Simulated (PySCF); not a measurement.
One of the candidates below gave these computed data.

All candidates are C5H9N3.

| technique | computed result |
| --- | --- |
| Rotational structure | rotational constants A, B, C: 4.544, 1.437, 1.426 GHz [GFN2-xTB] |
| Couplings | largest of the computed one-bond spin–spin couplings (means over like bonds): 13C–1H +213.9 (×2), 13C–1H +144.5, 13C–1H +134.1 (×6), 13C–13C +36.1 (×2), 15N–15N -21.1, 15N–13C -13.2 (×2), 15N–13C -11.1, 15N–13C +4.8 (×2) Hz [B3LYP/pcJ-1, spin–dipole term left out for some pairs] |
| UV, strongest line | among the 8 lowest singlet transitions: S5 at 7.04 eV (176 nm, f = 0.097) [TDDFT PBE0/def2-SVPD] |
| NMR, other nuclei | isotropic shieldings of nuclei other than C and H, by class: -102 (2 N), 51 (1 N) ppm [GIAO PBE0/pcSseg-1] |
| Triplet | lowest triplet excitation (Tamm–Dancoff): 5.08 eV [TDA PBE0/def2-SVPD] |
| 13C NMR | chemical shifts (computed TMS as zero) by class: 143.2 (2 C), 49.5 (1 C), 27.2 (2 C) ppm [GIAO PBE0/pcSseg-1] |
| Dipole | 6.50 D [PBE0/def2-SVPD] |
| Polarisability | 76.0 au [PBE0/def2-SVPD] |
| 1H NMR | chemical shifts (computed TMS as zero) by class: 7.88 (2 H), 4.17 (1 H), 1.53 (6 H) ppm [GIAO PBE0/pcSseg-1] |

The electronic properties come from PySCF, for the isolated species, density fitting. Levels stand in brackets. One conformer (not necessarily the lowest) at the GFN2-xTB geometry, without solvent, vibrations or thermal averaging. Each NMR value is the plain mean over a class of atoms that symmetry, rotation or inversion makes alike.

Question: Which candidate is it?
A. `CC(C)n1cnnc1`
B. `CCn1ncc(C)n1`
C. `CCn1cc(C)nn1`
D. `Cc1nn(C)nc1C`
E. `Cc1nnn(C)c1C`

Answer: A. It is `CC(C)n1cnnc1`. Numbering: `[CH3:1][CH:2]([CH3:3])[n:4]1[cH:5][n:6][n:7][cH:8]1`. Its formula, C5H9N3, gives 3 degrees of unsaturation: 1 ring and 2 π bonds in the structure found (Kekulé form). 5 carbons fall into 3 classes; from least to most shielded: aromatic CH next to a ring nitrogen [C5/C8] (143.2 ppm, 2 C, up to 2.9 ppm apart in this geometry), chain sp3 carbon bound to nitrogen [C2] (49.5 ppm), methyl carbon [C1/C3] (27.2 ppm, 2 C). Hydrogen classes from least to most shielded: 2 H on 2 like atoms (aromatic CH next to a ring nitrogen), C5/C8 (7.88 ppm), 1 H on an sp3 carbon bound to nitrogen, C2 (4.17 ppm), 6 H on 2 methyl carbons, C1/C3 (1.53 ppm). The other shieldings belong to: -102 ppm, pyridine-type nitrogen [N6/N7]; 51 ppm, pyrrole-type nitrogen [N4]. The couplings run between: +213.9 Hz, aromatic CH next to a ring nitrogen [C5] and its hydrogen (with 1 like pair); +144.5 Hz, sp3 carbon bound to nitrogen [C2] and its hydrogen; +134.1 Hz, methyl carbon [C1] and its hydrogen (with 5 like pairs); +36.1 Hz, methyl carbon [C1] and sp3 carbon bound to nitrogen [C2] (with 1 like pair); -21.1 Hz, pyridine-type nitrogen [N6] and pyridine-type nitrogen [N7]; -13.2 Hz, pyrrole-type nitrogen [N4] and aromatic CH next to a ring nitrogen [C5] (with 1 like pair); -11.1 Hz, pyrrole-type nitrogen [N4] and sp3 carbon bound to nitrogen [C2]; +4.8 Hz, pyridine-type nitrogen [N6] and aromatic CH next to a ring nitrogen [C5] (with 1 like pair). The optimised geometry has point group Cs and is an asymmetric top.

The others, at the same levels:
- `CCn1cc(C)nn1` fails: it has 5 carbon classes against 3; its computed 13C shifts are 149.1 (1 C), 125.7 (1 C), 46.3 (1 C), 20.9 (1 C), 13.5 (1 C) ppm, 1H shifts are 7.21 (1 H), 4.42 (2 H), 2.52 (3 H), 1.42 (3 H) ppm and rotational constant A is 5.473 GHz (against 4.544 GHz).
- `Cc1nn(C)nc1C` fails: its computed 13C shifts are 146.4 (2 C), 41.0 (1 C), 12.5 (2 C) ppm, 1H shifts are 4.08 (3 H), 2.37 (6 H) ppm and lowest triplet excitation (Tamm–Dancoff) is 4.64 eV (against 5.08 eV).
- `CCn1ncc(C)n1` fails: it has 5 carbon classes against 3; its computed 13C shifts are 148.5 (1 C), 138.0 (1 C), 51.3 (1 C), 19.5 (1 C), 13.0 (1 C) ppm, 1H shifts are 7.44 (1 H), 4.41 (2 H), 2.50 (3 H), 1.41 (3 H) ppm and lowest triplet excitation (Tamm–Dancoff) is 4.78 eV (against 5.08 eV).
- `Cc1nnn(C)c1C` fails: it has 5 carbon classes against 3; its computed 13C shifts are 144.5 (1 C), 134.8 (1 C), 34.9 (1 C), 12.8 (1 C), 10.0 (1 C) ppm, 1H shifts are 3.98 (3 H), 2.49 (3 H), 2.36 (3 H) ppm and rotational constant A is 3.432 GHz (against 4.544 GHz).

Each candidate is one conformer, not necessarily the lowest. Dipoles, sizes and rotational constants follow the conformer. The torsions of the flexible species, by atom-mapped SMILES:
- `[CH3:1][CH:2]([CH3:3])[n:4]1[cH:5][n:6][n:7][cH:8]1`: C1–C2–N4–C5 62°
- `[CH3:1][CH2:2][n:3]1[cH:4][c:5]([CH3:6])[n:7][n:8]1`: C1–C2–N3–C4 76°
- `[CH3:1][CH2:2][n:3]1[n:4][cH:5][c:6]([CH3:7])[n:8]1`: C1–C2–N3–N4 -89°
